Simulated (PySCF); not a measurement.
## Identify the compound

The spectra below were simulated for a compound C6H4F3P.

¹H NMR (500 MHz, computed): δ 9.72 (m, 1H), 9.47 (m, 1H), 8.38 (m, 1H), 8.18 (m, 1H).

¹³C{¹H} NMR (computed): δ 169.1 (CH), 162.8 (CH), 141.1 (C), 139.4 (CH), 133.6 (C), 132.1 (CH).

[PySCF: shieldings: GIAO PBE0/pcSseg-1; geometry from GFN2-xTB; averaged over atoms made equivalent by symmetry, fast rotation or ring inversion; no solvent; relativity neglected; single conformer]

References, each an isolated molecule treated in the same way: ¹H (31.72 ppm) and ¹³C (186.93 ppm) against TMS.

Q: Which candidate is it?
A. C#CP(C#CC)C(F)(F)F
B. FC(F)(F)c1cccpc1
C. FC(F)(F)c1ccccp1

A: B. 

1. 6 carbon signals for 6 carbons: no two carbons are equivalent.
2. Carbon types of the structure: 2 × C, 4 × CH, which accounts for all hydrogens.
3. δC 169.1, 162.8, 139.4, 132.1: aromatic CH.
4. δC 141.1: substituted aromatic carbon.
5. δC 133.6: CF3 carbon; 3 electronegative neighbours deshield it.
6. δH 9.72, 9.47, 8.38, 8.18: hydrogen on an aromatic CH; aromatic region.

The others: FC(F)(F)c1ccccp1 has carbons computed at 170.4, 165.4, 140.7, 139.3, 135.2, 134.8; C#CP(C#CC)C(F)(F)F would give 2 signals for carbon-bound and other non-exchanging H, not 4.

Splittings by ¹⁹F and ³¹P in the carbon and heteronuclear signals aren't shown, as no couplings were computed. Shifts are as computed. Against solution values, carbons near 30 ppm lie about +3 ppm off and those near 130 ppm about +5 ppm. Of 1211 compounds with measured shifts, 218 miss one by over three times the rms of a fit or turn the order of signals round; such compounds aren't used in these exercises. Multiplicities follow the n + 1 count of equivalent neighbours, as no J values were calculated; m marks all less simple cases, F and P coupling included.
